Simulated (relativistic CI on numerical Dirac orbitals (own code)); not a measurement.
## One change at a time: Ta¹⁵⁺

Base calculation: Dirac-Coulomb-Breit CI, orbitals from a KLI potential per configuration, a model potential for QED, unscaled Slater integrals.

Configuration list (outside the closed core [Ar] 3d10 4p6): 4s²4d¹⁰4f¹¹5s, 4s²4d¹⁰4f¹², 4s²4d¹⁰4f¹⁰5s², 4s²4d¹⁰4f¹¹5p, 4s²4d¹⁰4f¹⁰5s5p, 4s²4d¹⁰4f¹¹5f, 4s²4d⁹4f¹²5s, 4s²4d¹⁰4f¹⁰5s6s, 4s²4d¹⁰4f¹¹6s, 4s²4d⁹4f¹³, 4s²4d¹⁰4f¹¹7s, 4s4d¹⁰4f¹³, 4d¹⁰4f¹³5s. Levels of other configurations are missing.

The lowest level and the first level of each name with at least 55 % of one term (blank where a level has no safe partner in the second run):

| Level | Base (cm⁻¹) | Shift (cm⁻¹) |
| --- | --- | --- |
| 4s²4d¹⁰4f¹⁰5s² ⁵I8 | 0.0 | 0.0 |
| 4s²4d¹⁰4f¹⁰5s² ⁵I7 | 12770.0 | -7.9 |
| 4s²4d¹⁰4f¹⁰5s² ⁵I6 | 20735.2 | -12.8 |
| 4s²4d¹⁰4f¹⁰5s² ⁵I5 | 25818.9 | -15.5 |
| 4s²4d¹⁰4f¹⁰5s² ⁵I4 | 30956.5 | -19.8 |
| 4s²4d¹⁰4f¹⁰5s² ⁵F5 | 32129.8 | -8.6 |
| 4s²4d¹⁰4f¹⁰5s² ³K8 | 38423.0 | -31.5 |
| 4s²4d¹⁰4f¹⁰5s² ⁵F4 | 39896.5 | -8.5 |
| 4s²4d¹⁰4f¹⁰5s² ⁵F3 | 44773.9 | -12.9 |
| 4s²4d¹⁰4f¹⁰5s² ⁵G6 | 45226.4 | -12.4 |
| 4s²4d¹⁰4f¹¹5s ⁵I°8 | 46301.5 | -84.5 |
| 4s²4d¹⁰4f¹⁰5s² ⁵F1 | 47563.6 | -18.1 |
| 4s²4d¹⁰4f¹⁰5s² ³K7 | 49963.6 | -38.6 |
| 4s²4d¹⁰4f¹⁰5s² ³L9 | 52784.2 | -34.3 |

At this charge transitions that keep the count of f electrons are usually good to a few per cent. Terms inside the open d or f shell come out 10 to 20 % too wide with unscaled integrals. Levels and lines within the n = 5 or 6 shells can be off by up to 10 % or somewhat more, and those that change n by about 2 %, since core polarisation is missing. Levels that differ in their count of f electrons can be misplaced by several ten thousand cm⁻¹, since the correlation energy of f electrons is missing or only estimated; rates across such gaps can be off by orders of magnitude. The computed lowest level isn't the tabulated ground level, which NIST ASD gives as 4f11 5s 5I°8; for such ions that label comes from theory and may be the wrong one.

Q: One thing was changed in a second run, which moved the levels as shown. Which?
A. only the first 3 configurations
B. Breit term removed
C. QED terms removed

A: A. Only the first 3 configurations. With fewer configurations the levels that remain lose their mixing partners.

LS names give the leading component of a level, which can be under half, so a name can repeat, a term be missing and a line seem to break the LS rules.
